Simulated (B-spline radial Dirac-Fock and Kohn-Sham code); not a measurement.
# Form factor and incoherent scattering function of Bi¹⁴⁺

System: bismuth as Bi¹⁴⁺, configuration [Xe] 4f14 5d1.

The run's input, task.json:

```json
{"items": [{
  "Z": 83,
  "q": 14,
  "cfg": [[1, 0, 2], [2, 0, 2], [2, 1, 6], [3, 0, 2], [3, 1, 6], [3, 2, 10], [4, 0, 2], [4, 1, 6], [4, 2, 10], [4, 3, 14], [5, 0, 2], [5, 1, 6], [5, 2, 1]],
  "A": 209,
  "rrms": 5.5211,
  "do": ["scatter"],
  "s": [0.0, 0.05, 0.1, 0.15, 0.2, 0.25, 0.3, 0.35, 0.4, 0.45, 0.5, 0.6, 0.7, 0.8, 0.9, 1.0, 1.1, 1.2, 1.4, 1.6, 1.8, 2.0, 2.5, 3.0, 3.5, 4.0, 5.0, 6.0],
  "pz": [0, 0.1, 0.13, 0.18, 0.24, 0.33, 0.44, 0.6, 0.8, 1.1, 1.5, 2.0, 2.6, 3.6, 4.8, 6.4, 8.7, 12.0, 16.0, 21.0, 29.0],
  "hv_scatter": [8047.8, 10000, 17479.3, 20000, 30000, 50000, 100000, 1000000]
}]}
```

Launch: `python xray_run.py task.json out`

Calculated with an atomic code on a B-spline grid, using Dirac-Fock orbitals of the configuration average with a finite nucleus. f₀ is the Fourier transform of the spherical electron density, S the Waller-Hartree incoherent function, and s = sin θ/λ. The electron scattering factor follows from the Mott-Bethe formula f_e = 0.023934 Å⁻¹·(Z − f₀)/s².

```tsv
s (Å⁻¹)	f₀	S	f_e (Å)
0	69.000	0.000	–
0.05	68.727	0.245	136.639
0.1	67.924	0.954	36.083
0.15	66.630	2.053	17.413
0.2	64.909	3.443	10.825
0.25	62.839	5.019	7.721
0.3	60.507	6.690	5.982
0.35	58.002	8.392	4.884
0.4	55.404	10.087	4.128
0.45	52.785	11.755	3.571
0.5	50.204	13.391	3.140
0.6	45.312	16.539	2.506
0.7	40.916	19.477	2.056
0.8	37.048	22.147	1.718
0.9	33.658	24.545	1.458
1	30.678	26.715	1.252
1.1	28.048	28.717	1.087
1.2	25.727	30.598	0.952
1.4	21.917	34.087	0.746
1.6	19.082	37.279	0.598
1.8	17.027	40.216	0.487
2	15.520	42.894	0.404
2.5	12.876	48.325	0.269
3	10.656	52.126	0.192
3.5	8.674	54.869	0.145
4	7.125	56.986	0.113
5	5.349	60.099	0.074
6	4.511	62.248	0.052
```

f₀ starts at the number of electrons, 69, and has fallen to half at s ≈ 0.88 Å⁻¹. The sum of ⟨r²⟩ over the electrons is 14.86 bohr². For an ion f_e diverges as s goes to zero, because of the net charge.
